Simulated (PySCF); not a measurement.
## Frontier levels across methods

C2H11BN2.
Cartesian coordinates in Å at the PBE0-D3(BJ)/def2-SVP level; atoms count from 1:
```xyz
16
C2H11BN2 angstrom
N      1.324    0.918   -0.460
C      1.169   -0.532   -0.295
C      0.063   -0.872    0.706
B     -1.269    0.081    0.653
N     -1.383    0.703   -0.845
H      1.437    1.359    0.453
H      2.156    1.142   -1.003
H      2.122   -1.027   -0.017
H      0.910   -0.940   -1.290
H     -0.187   -1.939    0.569
H      0.477   -0.805    1.728
H     -2.318   -0.512    0.889
H     -1.160    1.082    1.364
H     -1.601    0.011   -1.561
H     -2.083    1.440   -0.893
H     -0.424    1.095   -1.012
```

Basis pcSseg-1 throughout (PySCF), one geometry. The structure is a single PBE0-D3(BJ)/def2-SVP conformer in the gas phase; no vibrational or solvent corrections.

Question: How do the orbital energies, the gap and the dipole change with the method?

Answer: 
```csv
method,kind,HOMO (eV),LUMO (eV),gap (eV),μ (D),SCF cycles
BLYP,GGA,-5.43,-0.13,5.30,4.43,13
OPBE,GGA,-5.48,0.11,5.60,4.42,14
PBE,GGA,-5.52,-0.10,5.42,4.43,14
B97-D,GGA,-5.55,0.02,5.57,4.42,14
LDA,LDA,-5.58,-0.23,5.34,4.43,13
BP86,GGA,-5.63,0.00,5.64,4.43,13
KT2,GGA,-5.64,-0.19,5.45,4.32,14
KT3,GGA,-5.68,-0.30,5.38,4.35,14
B97-2,global hybrid,-6.65,0.77,7.42,4.44,12
B3LYP,global hybrid,-6.69,0.41,7.09,4.45,13
PBE0,global hybrid,-6.89,0.77,7.65,4.45,12
mPW1PW91,global hybrid,-6.93,0.75,7.68,4.44,12
BHandHLYP,global hybrid,-8.20,1.44,9.63,4.46,12
CAM-B3LYP,range-separated hybrid,-8.30,1.59,9.89,4.48,12
wB97X-D,range-separated hybrid,-8.79,2.62,11.41,4.47,12
LC-wPBE,range-separated hybrid,-9.66,2.99,12.65,4.50,12
HF,Hartree–Fock,-10.21,3.66,13.87,4.52,10
```

The HOMO spans 4.78 eV, from BLYP down to HF, and the gap runs from 5.30 eV (BLYP) to 13.87 eV (HF). Over the methods BLYP (0 %), OPBE (0 %), PBE (0 %), B97-D (0 %), LDA (0 %), BP86 (0 %), KT2 (0 %), KT3 (0 %), B97-2 (21 %), B3LYP (20 %), PBE0 (25 %), mPW1PW91 (25 %), BHandHLYP (50 %), HF (100 %), a straight line through the gap against the share of exact exchange rises by 0.84 eV for each 10 % (correlation coefficient 0.999). The dipole ranges from 4.32 D (KT2) to 4.52 D (HF). This basis has no diffuse functions.
